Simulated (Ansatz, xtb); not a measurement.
## BH3O2Si: which of two structures lies lower

Structure I is `O=B[SiH2]O`, a singlet and structure II is a singlet given by its coordinates. Both are isolated molecules in the gas phase, relaxed with BLYP-D3(BJ)/def2-SVP; the shapes shown needn't be the lowest conformers.

I (Å):

```xyz
7

B    -2.1636    1.2991   -1.5286
O    -2.4567    2.2986   -0.8998
O    -0.2569   -1.0452   -1.8571
Si   -1.6516   -0.3779   -2.5195
H    -1.3227   -0.0307   -3.9317
H    -2.8344   -1.3022   -2.4787
H    -0.2824   -1.2499   -0.9044
```

II (Å):

```
atom    x (Å)    y (Å)    z (Å)
   B  -0.5203   0.4318  -1.5938
   O  -1.0858   0.6619  -2.8601
   O  -1.3605  -0.4635  -0.9091
  Si  -2.3269  -0.4231  -2.3414
   H   0.5003   0.9148  -1.1715
   H  -2.3892  -1.7100  -3.0925
   H  -3.6725   0.1975  -2.1728
```

Close contacts (Å): B1–O2 1.41, B1–O3 1.41, B1–Si4 2.13, O2–Si4 1.73, O3–Si4 1.73, B1–H5 1.21, Si4–H6 1.49, Si4–H7 1.49.

Question: Estimate which is lower in electronic energy at CCSD(T)/def2-TZVP, and by roughly how much.

Answer: The CCSD(T)/def2-TZVP calculation puts structure II lower, by 35.3 kcal/mol.

How the difference moves with the method:

| level | geometry | E(II) − E(I) (kcal/mol) | departure from the last row (kcal/mol) | job, with rough time for the two |
| --- | --- | --- | --- | --- |
| GFN2-xTB | GFN2-xTB | −28.8 | +6.5 | optimisation, 0.12 s |
| HF/STO-3G | GFN2-xTB | −39.7 | −4.4 | single point, 0.28 s |
| r2SCAN-D4/def2-SVP | GFN2-xTB | −33.8 | +1.5 | single point, 3.7 s |
| BLYP-D3(BJ)/def2-SVP | BLYP-D3(BJ)/def2-SVP | −27.2 | +8.1 | optimisation, 21 s |
| HF/def2-TZVP | BLYP-D3(BJ)/def2-SVP | −38.8 | −3.5 | part of the CCSD(T) run |
| MP2/def2-TZVP | BLYP-D3(BJ)/def2-SVP | −35.9 | −0.6 | part of the CCSD(T) run |
| CCSD(T)/def2-TZVP | BLYP-D3(BJ)/def2-SVP | −35.3 |  | single point, 50 s |

None of the levels shown reverses the order. The largest departure from CCSD(T)/def2-TZVP is that of BLYP-D3(BJ)/def2-SVP, 8.1 kcal/mol.

With harmonic frequencies from BLYP-D3(BJ)/def2-SVP (ideal gas, rigid rotor, one conformer each, 298.15 K, 1 atm): the zero-point term adds +0.5 kcal/mol; ΔH is −35.7 and ΔG −33.2 kcal/mol.

The correlated steps freeze 8 core orbitals. Mirror images aren't counted in ΔG. Run with Ansatz 0.2.0, xtb 6.7.1; the last row on 1 thread of Arm Neoverse V1 on a shared host.
